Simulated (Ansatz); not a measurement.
Cost and result for the atomization energy of CH$_{7}$F$_{2}$NOSi$_{2}$, SMILES `CN([SiH2]O)[SiH](F)F` (14 atoms, 13 bonds).

```xyz
14

C     1.142   -0.996   -0.450
N    -0.070   -0.239   -0.096
Si   -0.130    0.435    1.494
O     1.026    1.568    1.773
Si   -1.248   -0.009   -1.293
F    -1.633   -1.402   -1.952
F    -0.686    0.852   -2.507
H     1.527   -1.522    0.427
H     1.931   -0.343   -0.829
H     0.921   -1.749   -1.211
H     0.178   -0.624    2.480
H    -1.497    0.993    1.648
H     0.986    2.387    1.278
H    -2.448    0.648   -0.761
```

Total charge 0; spin multiplicity 1. All single points use the PBE0-D4/def2-TZVP geometry. It is one conformer, not always the lowest. Program: Ansatz. All runs use 2 threads of an AMD EPYC 7R13 on a shared host and a share of an NVIDIA H100 80 GB. Times are those of one run each, without the atoms' runs, and a repeat can differ threefold. Electronic energies, without spin–orbit coupling; frozen cores. CCSD(T)/CBS adds CCSD(T) − MP2 in def2-TZVPP to the MP2 limit, and its time is that of the two runs behind it. T1 = 0.012. B3LYP takes the VWN-RPA correlation (the form of Gaussian; ORCA's B3LYP/G).

CCSD(T)/CBS is a level of theory with its own doubt, some kJ/mol a heavy atom from the limit and from the frozen cores, so smaller differences don't rank the functionals.

```csv
level,functions,wall time,atomization (kcal/mol),difference from CCSD(T)/CBS,per bond
PBE0-D4/def2-TZVPP,337,2.9 s,1283.4,-19.0,-1.5
PBE-D4/def2-TZVPP (with forces),337,3.3 s,1306.5,4.1,0.3
r2SCAN-D4/def2-TZVPP (with forces),337,3.9 s,1294.2,-8.2,-0.6
B2PLYP/def2-TZVPP,337,4.1 s,1282.2,-20.2,-1.6
B3LYP-D4/def2-TZVPP (with forces),337,4.8 s,1292.5,-9.9,-0.8
ωB97X-V/def2-TZVPP,337,6 s,1301.6,-0.8,-0.1
MP2/def2-QZVPP,635,6.5 s,1316.0,13.6,1.0
ωB97M-V/def2-TZVPP (with forces),337,8 s,1300.5,-1.9,-0.1
CCSD(T)/def2-TZVPP,337,14 s,1263.4,-39.0,-3.0
CCSD(T)/CBS(def2),–,20 s,1302.4,0.0,0.0
```

The D4 term adds +13.3 kcal/mol with B3LYP and +7.1 kcal/mol with PBE0; it sums over pairs of atoms, weighted by their polarisabilities, and B3LYP, whose exchange is more repulsive, gets the larger term. In def2-TZVPP, CCSD(T) changes the Hartree–Fock value by +316.3 kcal/mol (the triples alone add +17.7 kcal/mol) and MP2 by +345.2 kcal/mol; breaking electron pairs costs correlation energy, which Hartree–Fock lacks. From PBE to PBE0 (25 % exact exchange), in def2-TZVPP and without D4, the atomization energy moves by −21.9 kcal/mol: exact exchange takes away binding that semilocal exchange gives to molecules.
